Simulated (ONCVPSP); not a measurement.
Pt (Z = 78): one change to an ONCV potential, before and after

ONCVPSP 4.0.1 input, shortened (lines: element, Z, core and valence counts, functional; n l f; lmax; l rc ep ncon nbas qcut; lloc lpopt rc5 dvloc0; l nproj debl; icmod fcfact rcfact), BLYP, non-relativistic:

```
  Pt 78.00   10    4  -106131      upf
    1    0    2.00
    2    0    2.00
    2    1    6.00
    3    0    2.00
    3    1    6.00
    3    2   10.00
    4    0    2.00
    4    1    6.00
    4    2   10.00
    4    3   14.00
    5    0    2.00
    5    1    6.00
    5    2    9.00
    6    1    1.00
    2
    0    1.65    0.00    4    9    8.10
    1    2.10    0.00    4    8    6.80
    2    1.40    0.00    4    8    5.70
    4    5    1.05    0.00
    0    3    1.30
    1    3    1.50
    2    2    0.50
    2    0.45    1.15
```

In the s channel the program set the typed energies aside and used -2.999, 0.250, 1.550 Ha.

Change: scalar-relativistic; s: rc 1.4, qcut 9.5. In the s channel the program set the typed energies aside and used -3.815, 0.250, 1.550 Ha.

Cutoffs: the cutoffs (Ha) at which the residual kinetic energy of the hardest occupied pseudo-wave falls to 1 and 0.1 mHa per electron; they do not see the model core or the augmentation charge, which bear on the density cutoff. Errors are all-electron minus pseudo energies relative to the spin-unpolarised reference configuration.

**Question.** Predict the effect on cutoff, ghosts and configuration errors.

**Answer.** The potential gets harder (23 Ha and 57 Ha → 32 Ha and 58 Ha); of the 4 tests that both files solve, the error grows in 3 and shrinks in 1 by more than 15 % and 0.3 meV (median size 0.4 → 1.7 meV); neither file shows a bound ghost.

```tsv
quantity	base	changed
cutoff, loose	23 Ha	32 Ha
cutoff, tight	57 Ha	58 Ha
loose cutoff by channel	s 23 Ha, p 14 Ha, d 20 Ha	s 32 Ha, p 15 Ha, d 19 Ha
bound ghosts	none	none
GHOST(+) flags under 300 eV	s at 140.8 eV	s at 260.0 eV
error for 5s2 5p6 5d9 6s1 6p0, meV [ΔE -3.40 → -5.03 eV]	-0.1	+1.5
error for 5s2 5p6 5d9 6p0, meV [ΔE 3.89 → 4.21 eV]	0.0	-2.0
error for 5s2 5p6 5d8 6p0, meV [ΔE 24.37 → 24.08 eV]	+0.8	-3.9
error for 5s2 5p6 5d8 6s1 6p0, meV [ΔE 8.82 → 6.01 eV]	-0.7	+0.2
p: phases at 2.13 bohr within 0.05 rad from the reference energy up to (Ha; the scan ends near 5)	to the end of the scan	to the end of the scan
d: phases at 1.42 bohr within 0.05 rad from the reference energy up to (Ha; the scan ends near 5)	to the end of the scan	to the end of the scan
rms error of d²Exc/dni dnj with the model core, mHa	0.48	0.49
```
